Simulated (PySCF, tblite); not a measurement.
Isomers of C5H10ClFO2S. Level: GFN2-xTB in tblite, geometry and Hessian alike; calculated harmonic values, unscaled, isolated species. Against measured fundamentals such values can be off by several per cent, at times by over 20. One conformer each.

Electronic energies: PBE0/pcSseg-1 single points on the GFN2-xTB geometries (PySCF, gas phase).

```json
{"SMILES": "CC[C@@H](C)[C@@H](F)S(=O)(=O)Cl", "electronic energy, lowest = 0 (kcal/mol)": "9.8"}
{"SMILES": "CCC[C@@](C)(F)S(=O)(=O)Cl", "electronic energy, lowest = 0 (kcal/mol)": "1.7"}
{"SMILES": "CC(C)[C@@](C)(F)S(=O)(=O)Cl", "electronic energy, lowest = 0 (kcal/mol)": "2.1"}
{"SMILES": "CC(C)C[C@@H](F)S(=O)(=O)Cl", "electronic energy, lowest = 0 (kcal/mol)": "6.3"}
{"SMILES": "C[C@@H](F)C(C)(C)S(=O)(=O)Cl", "electronic energy, lowest = 0 (kcal/mol)": "0.0"}
```

Q: How do GFN2-xTB zero-point energies change the relative energies?

A: 
```tsv
SMILES	ZPE (kcal/mol)	of it from modes above 1550 cm⁻¹	electronic (kcal/mol)	with ZPE, lowest = 0 (kcal/mol)	lowest mode (cm⁻¹)	rings
C[C@@H](F)C(C)(C)S(=O)(=O)Cl	94.3	43.3	0.0	0.0	38	0
CCC[C@@](C)(F)S(=O)(=O)Cl	94.3	43.2	1.7	1.8	41	0
CC(C)[C@@](C)(F)S(=O)(=O)Cl	94.3	43.4	2.1	2.1	39	0
CC(C)C[C@@H](F)S(=O)(=O)Cl	94.6	43.1	6.3	6.7	27	0
CC[C@@H](C)[C@@H](F)S(=O)(=O)Cl	95.1	43.1	9.8	10.7	40	0
```

The zero-point energies span 0.8 kcal/mol, from `C[C@@H](F)C(C)(C)S(=O)(=O)Cl` to `CC[C@@H](C)[C@@H](F)S(=O)(=O)Cl`. The order is unchanged.

Q: And how do the electronic energies of GFN2-xTB itself compare?

A: `C[C@@H](F)C(C)(C)S(=O)(=O)Cl` 0.0; `CCC[C@@](C)(F)S(=O)(=O)Cl` 5.5; `CC(C)[C@@](C)(F)S(=O)(=O)Cl` 3.4; `CC(C)C[C@@H](F)S(=O)(=O)Cl` 12.7; `CC[C@@H](C)[C@@H](F)S(=O)(=O)Cl` 11.4 kcal/mol, lowest = 0. Against the energies above, taken from the same isomer `C[C@@H](F)C(C)(C)S(=O)(=O)Cl`, the largest difference is 6.4 kcal/mol.

Q: What do entropy and thermal enthalpy add at 298.15 K and 1 bar (rigid rotor, harmonic oscillator, one conformer each)?

A: 
```json
{"SMILES": "C[C@@H](F)C(C)(C)S(=O)(=O)Cl", "point group": "C1", "symmetry number": "1", "S (cal/(mol K))": "109.3", "H − H(0) (kcal/mol)": "8.39", "ZPE + H − H(0) − TS (kcal/mol)": "70.1"}
{"SMILES": "CCC[C@@](C)(F)S(=O)(=O)Cl", "point group": "C1", "symmetry number": "1", "S (cal/(mol K))": "112.3", "H − H(0) (kcal/mol)": "8.53", "ZPE + H − H(0) − TS (kcal/mol)": "69.4"}
{"SMILES": "CC(C)[C@@](C)(F)S(=O)(=O)Cl", "point group": "C1", "symmetry number": "1", "S (cal/(mol K))": "110.3", "H − H(0) (kcal/mol)": "8.48", "ZPE + H − H(0) − TS (kcal/mol)": "69.9"}
{"SMILES": "CC(C)C[C@@H](F)S(=O)(=O)Cl", "point group": "C1", "symmetry number": "1", "S (cal/(mol K))": "113.6", "H − H(0) (kcal/mol)": "8.42", "ZPE + H − H(0) − TS (kcal/mol)": "69.2"}
{"SMILES": "CC[C@@H](C)[C@@H](F)S(=O)(=O)Cl", "point group": "C1", "symmetry number": "1", "S (cal/(mol K))": "107.7", "H − H(0) (kcal/mol)": "8.13", "ZPE + H − H(0) − TS (kcal/mol)": "71.2"}
```
